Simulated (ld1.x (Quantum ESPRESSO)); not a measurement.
**Which change was made? (P, TM)**

```json
{
  "Element": "P (Z = 15)",
  "Generator": "ld1.x (Quantum ESPRESSO) 7.5",
  "Type": "norm-conserving Troullier–Martins (Kleinman–Bylander form)",
  "Functional": "PBE",
  "Relativity": "scalar-relativistic",
  "Frozen core": "[Ne]",
  "Valence charge": "5",
  "Reference configuration": "3s2 3p3",
  "Partial waves": "3p (bound): rc 1.60 bohr; 3d channel at -0.1 Ry: rc 1.25 bohr; 3s (bound): rc 1.50 bohr",
  "Local potential": "the s channel",
  "Core correction": "Bessel-smoothed model core inside 0.95 bohr"
}
```

Cutoffs, loose and tight: the cutoffs (Ry, on a coarse ladder) from which the occupation-weighted sum of valence levels, in a spherical-Bessel basis at the reference potential, stays within 10 and 1 mRy of its value at 400 Ry. They do not see the model core or the augmentation charge, which bear on the density cutoff. Test errors are all-electron minus pseudo excitation energies from the reference, over the configurations 3s2 3p2; 3s2 3p1; 3s2 3p0; 3s1 3p4; 3s1 3p3; 3s2 3p3.3; 3s1 3p0; variants that change the core or the reference have their own tests.

The base gives: outcome: generated; cutoff, loose: 21 Ry; cutoff, tight: 50 Ry; bound ghosts: none; largest test error (meV): +140.

(1) After one change the result is: outcome: generated; cutoff, loose: 25 Ry; cutoff, tight: 50 Ry; bound ghosts: none; largest test error (meV): +42. Which change was it?
A. wave 3s (bound): rc 1.50 bohr becomes 3s (bound): rc 1.28 bohr
B. reference 3s2 3p2
C. type ultrasoft; waves now 3s (bound): rc 1.50 bohr; 3s channel at 2.5 Ry: rc 1.50 bohr; 3p (bound): rc 1.60 bohr; 3p channel at 4 Ry: rc 1.60 bohr; 3d channel at -0.1 Ry: rc 1.25 bohr; 3d channel at 1.1 Ry: rc 1.25 bohr; local potential all-electron potential smoothed inside 1.40 bohr (lloc = -1); augmentation PSQ, inside the norm-conserving radii
D. reference 3s1 3p4; waves 3s (bound): rc 1.40 bohr; 3d channel at -0.1 Ry: rc 1.10 bohr; 3p (bound): rc 1.45 bohr; local potential the p channel; core correction a·sin(br)/r model core, default radius (core density twice the valence density)

## Answers

(1) B. The others give: type ultrasoft; waves now 3s (bound): rc 1.50 bohr; 3s channel at 2.5 Ry: rc 1.50 bohr; 3p (bound): rc 1.60 bohr; 3p channel at 4 Ry: rc 1.60 bohr; 3d channel at -0.1 Ry: rc 1.25 bohr; 3d channel at 1.1 Ry: rc 1.25 bohr; local potential all-electron potential smoothed inside 1.40 bohr (lloc = -1); augmentation PSQ, inside the norm-conserving radii → outcome: failed: compute_q_3bess: problem with the q_i coefficients | reference 3s1 3p4; waves 3s (bound): rc 1.40 bohr; 3d channel at -0.1 Ry: rc 1.10 bohr; 3p (bound): rc 1.45 bohr; local potential the p channel; core correction a·sin(br)/r model core, default radius (core density twice the valence density) → outcome: generated; cutoff, loose: 35 Ry; cutoff, tight: 55 Ry; bound ghosts: none; largest test error (meV): +52 | wave 3s (bound): rc 1.50 bohr becomes 3s (bound): rc 1.28 bohr → outcome: generated; cutoff, loose: 40 Ry; cutoff, tight: 90 Ry; bound ghosts: none; largest test error (meV): +150.
